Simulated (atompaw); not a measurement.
Scattering properties, PAW (atompaw) potential for Er (Z = 68)

```json
{"Element": "erbium (Er)", "Generator": "atompaw 4.2.0.5", "Type": "PAW", "Functional": "PBEsol", "Relativity": "scalar-relativistic", "Frozen core": "[Kr] 4d10", "Valence charge": "22", "Reference configuration": "4f12 5s2 5p6 5d1 6s1 6p0", "Partial waves": "5s (bound): rc 1.80 bohr; 6s (bound): rc 1.85 bohr; 5p (bound): rc 1.70 bohr; 6p (bound, empty): rc 2.75 bohr; 5d (bound): rc 2.75 bohr; 5d channel at 1.5 Ry: rc 2.75 bohr; 4f (bound): rc 1.10 bohr; 4f channel at 4.3 Ry: rc 1.10 bohr", "Local potential": "troulliermartins scheme with l = 4 at 0 Ry, radius 2.55 bohr", "Core correction": "smooth core density matched at 2.15 bohr", "Augmentation charge": "sinc compensation charge, radius 2.35 bohr; PAW radius 2.75 bohr; waves and projectors: custom polynom2 7 10 vanderbiltortho"}
```

The phase is arctan(r·u′/u) with u = r·R(r), unwrapped; energies in Ry, scanned from -6 to 5 Ry. A pole is an energy at which the radial function vanishes at the test radius. The pseudo phase is shifted by a multiple of π to meet the all-electron one at the reference energy, and phase errors are pseudo minus all-electron; the curves can meet again beyond the range given. Levels narrower than the energy grid can be missing from the lists of poles.

```tsv
channel	radius (bohr)	reference energy (Ry)	poles, all-electron	poles, pseudo	unbroken range about the reference energy with phases within 0.05 rad	phase error 1 Ry above the reference energy (rad)
s	2.77	-0.28	-3.72, 2.83	-3.72, 2.79	below 5.0	-0.001
p	2.77	-0.09	-1.73, 4.34	-1.73, 3.77	below 1.0	-0.038
d	2.77	-0.06	0.93	0.93	below 3.2	+0.000
f	2.77	-0.20	-0.16, 4.00	-0.16, 4.00	the whole range	+0.005
```

A Bessel basis up to 400 Ry misses an occupied level by 0.28 Ry, so cutoffs and ghosts were not judged.

Phases in the p channel:

```json
{"E (Ry)": "-6.00", "all-electron": "1.413", "pseudo": "1.410"}
{"E (Ry)": "-5.52", "all-electron": "1.405", "pseudo": "1.401"}
{"E (Ry)": "-5.04", "all-electron": "1.395", "pseudo": "1.392"}
{"E (Ry)": "-4.56", "all-electron": "1.383", "pseudo": "1.379"}
{"E (Ry)": "-4.08", "all-electron": "1.367", "pseudo": "1.364"}
{"E (Ry)": "-3.60", "all-electron": "1.347", "pseudo": "1.343"}
{"E (Ry)": "-3.12", "all-electron": "1.314", "pseudo": "1.310"}
{"E (Ry)": "-2.64", "all-electron": "1.245", "pseudo": "1.241"}
{"E (Ry)": "-2.16", "all-electron": "0.815", "pseudo": "0.808"}
{"E (Ry)": "-1.68", "all-electron": "-1.603", "pseudo": "-1.604"}
{"E (Ry)": "-1.20", "all-electron": "-1.755", "pseudo": "-1.756"}
{"E (Ry)": "-0.72", "all-electron": "-1.833", "pseudo": "-1.833"}
{"E (Ry)": "-0.24", "all-electron": "-1.919", "pseudo": "-1.919"}
{"E (Ry)": "0.24", "all-electron": "-2.058", "pseudo": "-2.058"}
{"E (Ry)": "0.72", "all-electron": "-2.359", "pseudo": "-2.374"}
{"E (Ry)": "1.20", "all-electron": "-3.156", "pseudo": "-3.257"}
{"E (Ry)": "1.68", "all-electron": "-4.032", "pseudo": "-4.127"}
{"E (Ry)": "2.16", "all-electron": "-4.373", "pseudo": "-4.435"}
{"E (Ry)": "2.64", "all-electron": "-4.519", "pseudo": "-4.569"}
{"E (Ry)": "3.12", "all-electron": "-4.601", "pseudo": "-4.645"}
{"E (Ry)": "3.60", "all-electron": "-4.654", "pseudo": "-4.697"}
{"E (Ry)": "4.08", "all-electron": "-4.694", "pseudo": "-4.738"}
{"E (Ry)": "4.56", "all-electron": "-4.727", "pseudo": "-4.773"}
```
